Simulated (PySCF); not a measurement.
SrF, SMILES [Sr+][F], charge +1.

Geometry: B3LYP-D3(BJ)/def2-TZVPD. The spin state was assumed, not searched. The def2 effective core potentials stand for the cores of Sr; spin–orbit coupling is left out.

The numbers are results of TDA-LC-ωPBE/def2-TZVPD in PySCF, not measurements.

Vertical excitations; the highest root listed may be one member of a degenerate set. Isolated molecule, no solvent. State labels are in the subgroup C2v.

Problem. List the lowest excited states. (The exact figures need the calculation; the answer reports its results.)

Solution. 
```json
[
 {"state": "S1", "symmetry": "A1", "energy (eV)": "7.08", "λ (nm)": "175", "f": "0.004", "main pairs": "HOMO→LUMO 85 %"},
 {"state": "S2", "symmetry": "B1", "energy (eV)": "7.17", "λ (nm)": "173", "f": "0.014", "main pairs": "HOMO−2→LUMO (degenerate set)"},
 {"state": "S3", "symmetry": "B2", "energy (eV)": "7.17", "λ (nm)": "173", "f": "0.014", "main pairs": "HOMO−1→LUMO (degenerate set)"},
 {"state": "S4", "symmetry": "A1", "energy (eV)": "8.41", "λ (nm)": "147", "f": "0.000", "main pairs": "HOMO→LUMO+4 (degenerate set)"},
 {"state": "S5", "symmetry": "A2", "energy (eV)": "8.41", "λ (nm)": "147", "f": "0.000", "main pairs": "HOMO→LUMO+5 (degenerate set)"},
 {"state": "S6", "symmetry": "B1", "energy (eV)": "8.54", "λ (nm)": "145", "f": "0.000", "main pairs": "HOMO−2→LUMO+4, HOMO−1→LUMO+5 (degenerate set)"},
 {"state": "S7", "symmetry": "B2", "energy (eV)": "8.54", "λ (nm)": "145", "f": "0.000", "main pairs": "HOMO−1→LUMO+4, HOMO−2→LUMO+5 (degenerate set)"},
 {"state": "S8", "symmetry": "B1", "energy (eV)": "8.60", "λ (nm)": "144", "f": "0.006", "main pairs": "HOMO−1→LUMO+5, HOMO−2→LUMO+4 (degenerate set)"},
 {"state": "S9", "symmetry": "B2", "energy (eV)": "8.60", "λ (nm)": "144", "f": "0.006", "main pairs": "HOMO−2→LUMO+5, HOMO−1→LUMO+4 (degenerate set)"},
 {"state": "S10", "symmetry": "B1", "energy (eV)": "9.01", "λ (nm)": "138", "f": "0.000", "main pairs": "HOMO→LUMO+6 45 %, HOMO→LUMO+1 42 %, HOMO→LUMO+10 8 %"},
 {"state": "T1", "symmetry": "A1", "energy (eV)": "7.00", "λ (nm)": "177", "f": "0", "main pairs": "HOMO→LUMO 85 %"},
 {"state": "T2", "symmetry": "B1", "energy (eV)": "7.09", "λ (nm)": "175", "f": "0", "main pairs": "HOMO−2→LUMO, HOMO−2→LUMO+3 (degenerate set)"},
 {"state": "T3", "symmetry": "B2", "energy (eV)": "7.09", "λ (nm)": "175", "f": "0", "main pairs": "HOMO−1→LUMO, HOMO−1→LUMO+3 (degenerate set)"},
 {"state": "T4", "symmetry": "A1", "energy (eV)": "8.35", "λ (nm)": "148", "f": "0", "main pairs": "HOMO→LUMO+4 93 %"}
]
```
Triplets are in the Tamm–Dancoff approximation.
